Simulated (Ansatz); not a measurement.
C$_{2}$H$_{6}$N (SMILES C[CH-]N), charge -1, singlet, at a GFN2-xTB geometry (a gas-phase anion, which may not be bound at this level); B3LYP5/cc-pVDZ (Ansatz, a program for electronic structure).

Here is a job for Ansatz.
Ansatz 0.2 input:
```yaml
crystal:
  periodic: [false, false, false]
  atoms:
    - {symbol: C, position_ang: [1.17379428, -0.29888506, -0.03064780]}
    - {symbol: C, position_ang: [-0.00061861, 0.69049820, -0.11946954]}
    - {symbol: N, position_ang: [-1.28175622, -0.07360499, 0.01875596]}
    - {symbol: H, position_ang: [2.13180660, 0.23713849, 0.01082447]}
    - {symbol: H, position_ang: [1.16758703, -1.00712786, 0.84854650]}
    - {symbol: H, position_ang: [1.20574491, -0.94467985, -0.92468513]}
    - {symbol: H, position_ang: [0.04801484, 1.28923134, 0.84658688]}
    - {symbol: H, position_ang: [-1.25328855, -0.75326842, 0.80694167]}
    - {symbol: H, position_ang: [-1.36662521, -0.65573752, -0.81880195]}
basis:
  gaussian:
    orbitals: cc-pVDZ
hamiltonian:
  xc: b3lyp5
total_charge: -1
```

The log (banner, timings and long lists left out):

```
Functional definition: B3LYP5
906 factors; their error is unknown
mean field evaluation 1: about -3653.7682 eV, gradient 3.3e1 eV
mean field evaluation 2: about -3649.8515 eV, gradient 5.0e1 eV
mean field evaluation 4: about -3656.7615 eV, gradient 2.1e0 eV
mean field evaluation 8: about -3656.7587 eV, gradient 4.5e-2 eV
mean field -3656.75870144 eV, -134.3834036377 hartree, gradient 3.4e-5 eV, S^2 0.000000; 0 other end points of the search recorded, 0 dependent functions left out
reference -3656.75892282 eV, -134.3834117734 hartree; 13, 13 occupied and 59, 59 virtual orbitals, 906 factors
Total energy: -3656.75892282 eV, -134.3834117734 hartree
```
